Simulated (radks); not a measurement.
The numbers below are computed, except where a source is named.
All-electron atom: the arsenic ion As26+ in [He] 2s2 2p3.

Level of theory: Dirac Kohn-Sham, exchange-only PBE, spin-unpolarised, spherical densities, finite nucleus; open shells fill j = l - 1/2 first; Fermi nuclear charge, rms radius 4.0968 fm (a radial shooting solver on a logarithmic mesh with Libxc functionals).

Energy parts (Ry):
| part | energy |
|---|---|
| total | -3306.55629 |
| kinetic | 3405.07159 |
| electron-nucleus | -6987.22841 |
| Hartree | 354.26996 |
| exchange | -78.66942 |

Orbitals (lengths in bohr, moments of r in powers of bohr; <r^-3> diverges for s and p1/2; r(max) is where P^2 peaks; r(90%) holds 90 % of the orbital's charge):
| orbital | occ. | eigenvalue (Ry) | r(max) | <1/r> | <r^-3> | r(90%) | small-component weight |
|---|---|---|---|---|---|---|---|
| 1s1/2 | 2 | -978.1837 | 0.02970 | 33.54 | - | 0.0810 | 1.43e-02 |
| 2s1/2 | 2 | -209.2501 | 0.1650 | 7.838 | - | 0.295 | 3.11e-03 |
| 2p1/2 | 2 | -200.9564 | 0.1288 | 7.780 | - | 0.265 | 3.07e-03 |
| 2p3/2 | 1 | -197.8765 | 0.1316 | 7.560 | 1207 | 0.270 | 3.02e-03 |
| 3s1/2 | 0 | -86.29752 | 0.4359 | 3.277 | - | 0.660 | 1.24e-03 |
| 3p1/2 | 0 | -83.59379 | 0.4111 | 3.238 | - | 0.640 | 1.21e-03 |
| 3p3/2 | 0 | -82.77621 | 0.4160 | 3.180 | 322.6 | 0.646 | 1.20e-03 |

The highest occupied level is 2p3/2 at -2692.2 eV. The density falls to 0.001 e/bohr^3 at r = 0.65 bohr. Summed over all electrons, <r^2> = 0.1914 bohr^2, which gives a Langevin (diamagnetic) susceptibility term of -0.152 x 10^-6 cm^3/mol.
